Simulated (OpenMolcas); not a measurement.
## Mn4+: effect of the metal basis and ligand basis

Mn4+ with 6 ligands (chloride) in octahedral coordination (Oh) at 2.29 Å. A charge of +0.333 e stands 2.6 Å behind each ligand.

```yaml
Program: OpenMolcas
Method: "SS-CASPT2, IPEA 0.25 Eh, imaginary shift 0.1 Eh (closed shells correlated: 3s 3p and the ligand valence shells)"
Spin-orbit_coupling: RASSI with atomic mean-field integrals over the reference wave functions
```

Fixed: active space 3 electrons in 5 orbitals (3d), DKH2 Hamiltonian.

States (labels of O, the rotations of Oh). Energies in cm-1 above the lowest state or level, χT in cm3 K/mol.

```csv
Run,Metal basis,Ligand basis,Ground state,First state of that spin,First gap with spin-orbit (degeneracies),χT at 300 K,First state of another spin,Cost
A,ANO-RCC-VDZP,ANO-RCC-VDZP,4A2,4T2 26720,"12330 (4, 4)",1.853,2E 12340,roughly 2.7 core-minutes
B,ANO-RCC-VTZP,ANO-RCC-VTZP,4A2,4T2 26690,"11530 (4, 4)",1.852,2E 11540,roughly 18 core-minutes
```

Against A, the first state of the same spin changes by -0.1 % in B.

Costs are those of the CASPT2 steps.

Roots that are degenerate in the reference are averaged as groups; the widest CASPT2 spread within a group is 1600 cm-1 (the 3-fold group of multiplicity 2 near 74900 cm-1 above the lowest state of its run, B). Shifts and gaps below about the spread of the groups concerned are not significant. Over all roots computed the reference weight is 0.58 to 0.61 in A, 0.55 to 0.58 in B; a low but even weight reflects the number of correlated electrons. Ligand-to-metal charge-transfer states are missing. With no ligand orbital active B as a rule stays too high, so bands that hang on it stand too high and its fall with covalency is understated. With one d shell and no ligand orbital active, 10Dq can be off by a tenth or more. The least metal-like active orbital is 68 % on the metal (Löwdin) and no ligand orbital is active, so the numbers are rough (holds for A). These CASPT2 states fit no ligand-field parameters well, so their order and spin gaps are uncertain (holds for A). The least metal-like active orbital is 69 % on the metal (Löwdin) and no ligand orbital is active, so the numbers are rough (holds for B). No measured value stands beside these numbers; the geometry is a model, was not optimised and need not be the one that this ion takes.
